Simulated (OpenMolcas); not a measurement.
Ru2+ (d6) among equal point charges was computed by CASSCF with the d shell active (OpenMolcas, ANO-RCC-VDZP on the metal). Its lowest spin-free states, and all those of the highest spin:

```csv
2S+1,Degeneracy,E (cm-1)
5,2,0.0
5,2,10518
5,1,12771
3,1,13337
3,2,15148
3,2,16438
3,2,16724
3,2,18766
3,2,19169
3,1,20163
1,1,22472
3,2,23312
```

Question: Is the site octahedral, tetrahedral or cube-like, axial, or of lower symmetry?

Answer: The states with 2S+1 = 5 have orbital degeneracies 2, 2, 1. There are pairs but no triples, so the site is axial: not cubic, but with a proper or improper axis of order three or more. The run had Ru2+ among 2 point charges of -1.5 e arranged as a linear pair (D∞h), 1.93 Å from the ion.

Without dynamic correlation the repulsion within the d shell is too large (B by tens of per cent), so at a given field states of lower spin stand too high. Point charges give a weaker field than real ligands, and real ions of this kind are as a rule low spin; the high spin found here belongs to the model. This is an electrostatic model: the charges have no orbitals. No measured value stands beside these numbers.
